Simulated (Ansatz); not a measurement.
AlClH2SSi, SMILES `Cl[SiH]1[AlH][S]1`. Charge 0, multiplicity 1. The geometry is a stationary point of PBE0-D4/def2-TZVP.

```xyz
6

Cl   -2.513    0.700    0.044
Si   -0.474    0.675    0.345
Al    0.859   -1.181   -0.012
S     0.677    0.414   -1.486
H    -0.159    1.950    1.030
H     1.611   -2.558    0.079
```

Problem. What is the dipole moment at r2SCAN/def2-TZVPP? (An estimate is asked.)

Solution. Computed: 2.41 D, with components (1.46, -1.49, 1.21) D in this frame, pointing from negative to positive charge.

Problem. And with PBE, B3LYP, ωB97M-V? (An estimate is asked.)

Solution. Computed: PBE 2.27 D, B3LYP 2.52 D, ωB97M-V 2.63 D.

Problem. Give the Mulliken charges with r2SCAN, PBE, B3LYP in def2-TZVPP. (An estimate is asked.)

Solution. Ansatz gave: 
| atom | r2SCAN | PBE | B3LYP |
| --- | --- | --- | --- |
| Cl1 | -0.24 | -0.21 | -0.24 |
| Si2 | 0.32 | 0.26 | 0.33 |
| Al3 | 0.38 | 0.27 | 0.31 |
| S4 | -0.28 | -0.23 | -0.28 |
| H5 | -0.07 | -0.04 | -0.05 |
| H6 | -0.10 | -0.05 | -0.07 |

B3LYP here is the variant with VWN-RPA as its local correlation; programs differ in this.
